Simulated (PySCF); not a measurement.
This PySCF input asks for the NMR shieldings of `CSBB(C[SiH3])SC`, C$_{3}$H$_{12}$B$_{2}$S$_{2}$Si; the geometry comes from GFN2-xTB.

```python
import basis_set_exchange as bse
import numpy as np
from pyscf import gto, dft
from pyscf.prop import nmr

atoms = """
C     2.213951    0.066479   -1.952900
S     2.949130   -1.017687   -0.674508
B     1.597090   -1.531302    0.330414
B     0.044892   -0.975066    0.228286
C    -0.465246    0.076668    1.285543
Si   -0.170344    1.884296    0.732315
S    -1.053939   -1.544328   -1.063064
C    -2.658957   -0.729436   -0.751246
H     1.632811    0.850020   -1.478905
H     1.590702   -0.530896   -2.611363
H     3.033887    0.497984   -2.517999
H     1.943549   -2.278462    1.168329
H     0.074588   -0.039899    2.228058
H    -1.527169   -0.027054    1.520023
H     1.252792    2.203112    0.840811
H    -0.601526    2.080331   -0.659394
H    -0.949226    2.767146    1.599333
H    -3.318151   -1.032848   -1.556788
H    -2.525604    0.346637   -0.753768
H    -3.068377   -1.055016    0.199764
"""
names = dict.fromkeys(["C", "S", "B", "Si", "H"], "pcSseg-1")
basis = {el: gto.basis.parse(bse.get_basis(n, elements=[el], fmt="nwchem")) for el, n in names.items()}
mol = gto.M(atom=atoms, basis=basis, charge=0, verbose=0)
mf = dft.RKS(mol, xc="PBE0")
mf.grids.level = 2
mf.grids.alignment = dft.numint.BLKSIZE   # the property module wants whole blocks of grid points
mf.conv_tol = 1e-9
mf.kernel()

calc = nmr.RKS(mf)   # GIAO
C = mf.mo_coeff
Co = C[:, mf.mo_occ > 0]
resp = mf.gen_response(singlet=True, hermi=2)
def vind(x):   # induced exchange potential for any number of trial vectors
    d = np.einsum("pi,xij,qj->xpq", C, 2 * x.reshape(-1, C.shape[1], Co.shape[1]), Co, optimize=True)
    return np.einsum("xpq,pi,qj->xij", resp(d - d.transpose(0, 2, 1)), C, Co, optimize=True).ravel()
mo1, _ = nmr.rhf.solve_mo1(calc, with_cphf=vind)
sigma = calc.kernel(mo1)
for i, s in enumerate(sigma):   # ppm
    w = np.linalg.eigvalsh((s + s.T) / 2)
    print("%2d %-2s iso %8.1f  s11 %8.1f  s22 %8.1f  s33 %8.1f" % (i, mol.atom_pure_symbol(i), w.mean(), *w))
```

Question: Give the expected output.

Answer: 
```
 0 C  iso    163.4  s11    149.2  s22    159.7  s33    181.3
 1 S  iso    373.9  s11     65.7  s22    472.4  s33    583.6
 2 B  iso     23.9  s11    -62.1  s22      6.2  s33    127.7
 3 B  iso     22.7  s11    -31.1  s22    -26.4  s33    125.7
 4 C  iso    178.1  s11    154.8  s22    178.6  s33    200.8
 5 Si iso    423.3  s11    393.6  s22    411.3  s33    465.1
 6 S  iso    443.6  s11    219.7  s22    545.2  s33    566.1
 7 C  iso    168.8  s11    156.4  s22    166.0  s33    183.9
 8 H  iso     29.7  s11     24.8  s22     28.6  s33     35.6
 9 H  iso     28.9  s11     24.5  s22     28.0  s33     34.1
10 H  iso     29.6  s11     24.6  s22     27.3  s33     37.0
11 H  iso     23.6  s11     18.3  s22     25.7  s33     27.0
12 H  iso     30.4  s11     26.6  s22     27.4  s33     37.3
13 H  iso     30.5  s11     25.7  s22     29.9  s33     35.8
14 H  iso     27.8  s11     24.2  s22     26.7  s33     32.5
15 H  iso     28.0  s11     25.2  s22     27.2  s33     31.5
16 H  iso     27.6  s11     24.1  s22     25.0  s33     33.6
17 H  iso     29.4  s11     24.2  s22     27.0  s33     37.2
18 H  iso     29.5  s11     24.2  s22     29.4  s33     35.1
19 H  iso     29.5  s11     24.9  s22     27.1  s33     36.4
```

These numbers come from an equivalent density-fitted implementation of the same equations, which agrees with the script to about 0.01 ppm for H and up to a few tenths of a ppm for heavy atoms, so last digits may differ.

Size and cost of the density-fitted run: 217 basis functions, 86 s wall time on 1 thread of an Arm Neoverse N1, shared host; peak memory 1.1 GiB.
